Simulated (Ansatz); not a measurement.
ClF₂H₃SiSn, SMILES `[F][Sn]([F])([SiH3])[Cl]` at its PBE0-D4/def2-TZVP geometry, where that method's forces vanish. The species carries charge 0 and has multiplicity 1. Sn: def2 effective core potential.

```xyz
8

F    -2.0524    0.3103    1.5115
Sn   -0.6112    0.8595    0.3900
F    -1.5082    1.8282   -0.9862
Si    0.7427   -1.1182   -0.5184
Cl    0.5220    2.4543    1.6061
H    -0.2071   -1.9931   -1.2413
H     1.7720   -0.5482   -1.4161
H     1.3424   -1.7928    0.6545
```

Question: What forces (eV/Å) does PBE-D4/def2-TZVPP give on these atoms in Ansatz? (An estimate is asked.)

Answer: Computed: 
```
F1  -0.508 -0.205  0.399
Sn2  0.527 -0.290 -0.063
F3  -0.314  0.339 -0.496
Si4  0.002 -0.006 -0.002
Cl5  0.209  0.280  0.216
H6  -0.098 -0.097 -0.079
H7   0.114  0.056 -0.098
H8   0.068 -0.077  0.123
```
